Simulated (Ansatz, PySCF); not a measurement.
C3H4O, SMILES O=C1CC1. Atoms are numbered in the order given.

```xyz
8

O      0.0000     0.0000    -1.5864
C      0.0000     0.0000    -0.3896
C      0.0000     0.7840     0.8569
C      0.0000    -0.7840     0.8569
H     -0.9210     1.2956     1.1594
H      0.9210     1.2956     1.1594
H      0.9210    -1.2956     1.1594
H     -0.9210    -1.2956     1.1594
```
Charge 0, spin multiplicity 1.

Geometry optimised at B3LYP-D3(BJ)/def2-SVP.

Two levels are set side by side: PBE-D3(BJ)/def2-SVP (Ansatz, a first-principles code) and B3LYP-D3(BJ)/def2-SVP (Ansatz). Each level has its own optimised geometry; the coordinates shown are those of the second. Frequencies come from the Hessian of PySCF at each geometry. Differences are taken from unrounded values.

```json
[
 {"quantity": "mean bond length (Å)", "B3LYP-D3(BJ)": "1.262"},
 {"quantity": "bond O1–C2 (Å)", "B3LYP-D3(BJ)": "1.197"},
 {"quantity": "bond C2–C3 (Å)", "B3LYP-D3(BJ)": "1.473"},
 {"quantity": "bond C2–C4 (Å)", "B3LYP-D3(BJ)": "1.473"},
 {"quantity": "bond C3–C4 (Å)", "B3LYP-D3(BJ)": "1.568"},
 {"quantity": "bond C3–H5 (Å)", "B3LYP-D3(BJ)": "1.096"},
 {"quantity": "bond C3–H6 (Å)", "B3LYP-D3(BJ)": "1.096"},
 {"quantity": "bond C4–H7 (Å)", "B3LYP-D3(BJ)": "1.096"},
 {"quantity": "bond C4–H8 (Å)", "B3LYP-D3(BJ)": "1.096"},
 {"quantity": "highest harmonic wavenumber (cm⁻¹)", "B3LYP-D3(BJ)": "3203"},
 {"quantity": "mean harmonic wavenumber (cm⁻¹)", "B3LYP-D3(BJ)": "1478"},
 {"quantity": "zero-point energy (kcal/mol)", "B3LYP-D3(BJ)": "38.02"}
]
```

Task: What does PBE-D3(BJ) give, and how far is it from B3LYP-D3(BJ)? (Estimate from the structure and the level; the computed values follow.)

Result: 
```csv
quantity,PBE-D3(BJ),PBE-D3(BJ) minus B3LYP-D3(BJ)
mean bond length (Å),1.269,0.007
bond O1–C2 (Å),1.206,0.010
bond C2–C3 (Å),1.479,0.006
bond C2–C4 (Å),1.479,0.006
bond C3–C4 (Å),1.569,0.001
bond C3–H5 (Å),1.104,0.008
bond C3–H6 (Å),1.104,0.008
bond C4–H7 (Å),1.104,0.008
bond C4–H8 (Å),1.104,0.008
highest harmonic wavenumber (cm⁻¹),3140,-63
mean harmonic wavenumber (cm⁻¹),1436,-41
zero-point energy (kcal/mol),36.96,-1.06
```

GGA bonds tend to be longer and softer than those of functionals with exact exchange. Differences between two approximate levels are no errors against the true value.
